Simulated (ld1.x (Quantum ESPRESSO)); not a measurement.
## Cutoff test, H (Z = 1), TM

hydrogen, norm-conserving Troullier–Martins (Kleinman–Bylander form), made with ld1.x (Quantum ESPRESSO) 7.5 (LDA (PZ), non-relativistic). Core none, reference 1s1. Waves: 1s (bound): rc 1.20 bohr; 2p channel at 0.15 Ry: rc 0.90 bohr. Local part: all-electron potential smoothed inside 0.70 bohr (lloc = -1). Core correction: none.

The pseudo-atom Hamiltonian at the reference potential is diagonalised in spherical Bessel functions j_l(qr) that vanish at 20 bohr, with q² up to the cutoff. All-electron valence levels (Ry): 1s -0.4673.

Problem. How do the lowest levels (Ry) of each channel move with the cutoff, and are there ghosts?

Solution.

```tsv
cutoff (Ry)	s #1	s #2	p #1	p #2	d #1	d #2	f #1	Σ f·Δε (mRy)
8	-0.4182	0.0148	0.0306	0.1008	0.0775	0.1862	0.1194	49.1
12	-0.4407	0.0136	0.0306	0.1007	0.0775	0.1862	0.1194	26.6
18	-0.4562	0.0129	0.0305	0.1007	0.0775	0.1862	0.1194	11.1
25	-0.4625	0.0126	0.0305	0.1007	0.0775	0.1862	0.1194	4.8
35	-0.4663	0.0124	0.0305	0.1007	0.0775	0.1862	0.1194	1.0
45	-0.4671	0.0123	0.0305	0.1007	0.0775	0.1862	0.1194	0.2
400	-0.4673	0.0123	0.0305	0.1007	0.0775	0.1862	0.1194	0.0
```

Result: no extra level below or beside the all-electron valence levels (s, p, d, f tested); 10 mRy is reached at 21 Ry and 1 mRy at 35 Ry.
